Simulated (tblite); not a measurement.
C₇H₆O₂.
Cartesian coordinates in Å at the GFN2-xTB level; atoms count from 1:
```
atom  x, y, z in Å
C1     2.7967   -1.0208    0.8093
C2     2.1043   -0.2150    0.2415
C3     1.3283    0.7235   -0.4081
C4     0.0830    1.0774   -0.8626
O5    -1.1646    0.7099   -0.9851
C6    -1.5178   -0.5580   -0.4148
C7    -1.6142   -0.4852    1.1021
C8     1.1626    1.9894   -1.0651
O9     1.5946    3.0253   -1.4731
H10    3.4059   -1.7185    1.3010
H11   -2.4859   -0.7997   -0.8580
H12   -0.7795   -1.3096   -0.7172
H13   -2.3186    0.2893    1.3959
H14   -1.9567   -1.4397    1.4909
H15   -0.6424   -0.2603    1.5365
```

Method: GFN2-xTB as coded in tblite; computed harmonic values from a numerical Hessian at the method's own geometry, unscaled. The method is semi-empirical: single wavenumbers can be off by several per cent or more. One conformer, not necessarily the lowest.

Harmonic wavenumbers (cm⁻¹): 51.4, 81.6, 93.7, 150.2, 164.1, 218.3, 288.3, 334.5, 378.5, 450.9, 493.2, 531.5, 573.2, 629.8, 652.5, 689.3, 797.1, 855.0, 910.4, 1010.4, 1053.7, 1094.0, 1159.7, 1246.3, 1296.1, 1326.2, 1404.7, 1451.7, 1481.2, 1487.9, 1688.4, 2086.8, 2227.9, 2932.5, 2990.5, 3042.0, 3048.8, 3057.7, 3397.9.

A = 1887, B = 1387, C = 856.9 MHz; mass 122.037 u (most abundant isotopes); point group C1, symmetry number 1.

Task: Zero-point energy?

Result: ½Σν̃ = 23414 cm⁻¹ = 66.94 kcal/mol.

Task: Entropy at 298.15 K, 1 bar (ideal gas, RRHO, classical rotation)?

Result: Translation 40.34, rotation 29.35, vibration 27.69: S = 97.4 cal/(mol K).

Task: And Cp and H(298.15 K) − H(0)?

Result: Cp = 35.67 cal/(mol K), of which vibrations give 27.73 (their classical limit is 39 R = 77.5); H(298.15 K) − H(0) = 6.71 kcal/mol without the zero-point energy, 4.34 from vibrations.

Task: Blend soft modes into free rotors: weight 1/[1 + (100 cm⁻¹/ν̃)⁴] for the oscillator and the rest for a rotor with moment μB/(μ + B), μ = h/(8π²ν), B = 10⁻⁴⁴ kg m². What vibrational entropy results?

Result: 25.56 cal/(mol K) in place of 27.69, which changes −T·S at 298.15 K by +0.63 kcal/mol.

Task: What must be added to the electronic energy to get the Gibbs energy at 298.15 K and 1 bar?

Result: ZPE + [H(298.15 K) − H(0)] − T·S = 66.94 + 6.71 − 29.03 = 44.62 kcal/mol.

Task: How do the functions run with temperature in this model?

Result: 
```json
{"T (K)": "50", "S (cal/(mol K))": "58.4", "Cp (cal/(mol K))": "13.1", "H − H(0) (kcal/mol)": "0.50", "G − H(0) (kcal/mol)": "-2.42", "ln q(vib)": "0.45"}
{"T (K)": "100", "S (cal/(mol K))": "69.2", "Cp (cal/(mol K))": "18.4", "H − H(0) (kcal/mol)": "1.29", "G − H(0) (kcal/mol)": "-5.63", "ln q(vib)": "1.62"}
{"T (K)": "373.15", "S (cal/(mol K))": "106.0", "Cp (cal/(mol K))": "41.2", "H − H(0) (kcal/mol)": "9.60", "G − H(0) (kcal/mol)": "-29.95", "ln q(vib)": "8.42"}
{"T (K)": "500", "S (cal/(mol K))": "119.2", "Cp (cal/(mol K))": "48.9", "H − H(0) (kcal/mol)": "15.33", "G − H(0) (kcal/mol)": "-44.25", "ln q(vib)": "11.39"}
{"T (K)": "750", "S (cal/(mol K))": "141.2", "Cp (cal/(mol K))": "59.7", "H − H(0) (kcal/mol)": "29.01", "G − H(0) (kcal/mol)": "-76.88", "ln q(vib)": "16.83"}
{"T (K)": "1000", "S (cal/(mol K))": "159.4", "Cp (cal/(mol K))": "66.7", "H − H(0) (kcal/mol)": "44.86", "G − H(0) (kcal/mol)": "-114.52", "ln q(vib)": "21.72"}
```

q(vib) and H(0) count from the zero-point level.

Hindered rotation and anharmonicity are outside this model. Other conformers, if any are populated, would add a mixing term that is left out. The structure is chiral; the term R ln 2 for an equal mix with its mirror image is left out.
